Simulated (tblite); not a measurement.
A tight-binding relaxation on `CCCOB(O)C1=C[C@H]1Br`.

Computed with GFN2-xTB geometry optimisation, gas phase (tblite 0.8.0). Start geometry: from a force field or distance geometry. The input is one job of a driver script: a line of settings, then coordinates in Å.

Command:
```bash
OMP_NUM_THREADS=1 python probes_run.py task.json out
```

Input:
```
{"job": {"kind": "relax", "xc": "GFN2-xTB", "basis": "xTB"}, "charge": 0, "multiplicity": 1}
C     -2.726900     0.857300    -0.655600
C     -2.168600    -0.069300     0.366300
C     -0.681900    -0.366200     0.191900
O     -0.394400    -0.944600    -1.044400
B      1.047500    -1.173300    -1.069900
O      1.455300    -2.589200    -0.973200
C      2.031500    -0.115400    -0.469600
C      3.328900     0.262800    -0.374100
C      2.327700     1.092200     0.357500
Br     1.914800     2.834800    -0.362300
H     -3.281200     0.228200    -1.397800
H     -1.983000     1.450000    -1.196500
H     -3.421800     1.545300    -0.096100
H     -2.741000    -1.029900     0.441300
H     -2.290100     0.430300     1.375700
H     -0.323900    -1.051700     0.990000
H     -0.084400     0.573000     0.324500
H      1.364500    -2.902400    -0.018700
H      4.366900     0.061100    -0.660300
H      2.254900     0.917700     1.448900
```

Q: Estimate the output.

A: 
```
step      E/eV     max force
  0    -852.03389    2.781
  1    -852.50967    1.771
  2    -852.69041    1.948
  3    -852.78034    0.863
  4    -852.83728    0.788
  5    -852.88501    0.519
  6    -852.92248    0.623
  7    -852.97207    0.664
  8    -853.02384    0.618
  9    -853.10044    0.747
... (208 lines left out)
218    -854.40041    0.016
219    -854.40047    0.014
220    -854.40054    0.019
221    -854.40062    0.021
222    -854.40071    0.020
223    -854.40078    0.016
224    -854.40082    0.019
225    -854.40086    0.016
226    -854.40088    0.012
227    -854.40093    0.009
```

«max force» is the largest atomic force in eV/Å.

Q: From which step on does the largest force stay under 0.1 eV/Å, and how much energy is left to gain from there?

A: From step 172 (0.068 eV/Å), 6.2 meV above the end.

In short: energy lowered by 54.6 kcal/mol over 227 steps; largest atomic force 0.009 eV/Å at the end.

Q: Where do the atoms end?

A: 1.292 Å rms from the input after alignment:
```
atom  x, y, z in Å
C1    -1.6377    0.7690   -1.0015
C2    -2.1244    0.0507    0.2512
C3    -0.9735   -0.4458    1.1285
O4    -0.2791   -1.5113    0.5127
B5     0.8432   -1.4152   -0.2235
O6     1.3305   -2.5399   -0.7972
C7     1.6765   -0.1219   -0.4758
C8     2.2986    0.6966   -1.2964
C9     2.4323    1.0242    0.1236
Br10   1.4632    2.5824    0.8680
H11   -1.0237    0.1075   -1.6101
H12   -1.0468    1.6417   -0.7331
H13   -2.4851    1.0981   -1.5982
H14   -2.7414   -0.8051   -0.0301
H15   -2.7321    0.7301    0.8503
H16   -1.3705   -0.8429    2.0690
H17   -0.2954    0.3819    1.3542
H18    0.8020   -3.3206   -0.6255
H19    2.5159    1.0295   -2.2808
H20    3.3424    0.9017    0.6922
```

Q: How long does this job take on Arm Neoverse N1, one thread, on a shared host?

A: About 3.8 s.
Labels such as C1 count atoms from 1, the log's own numbers from 0.
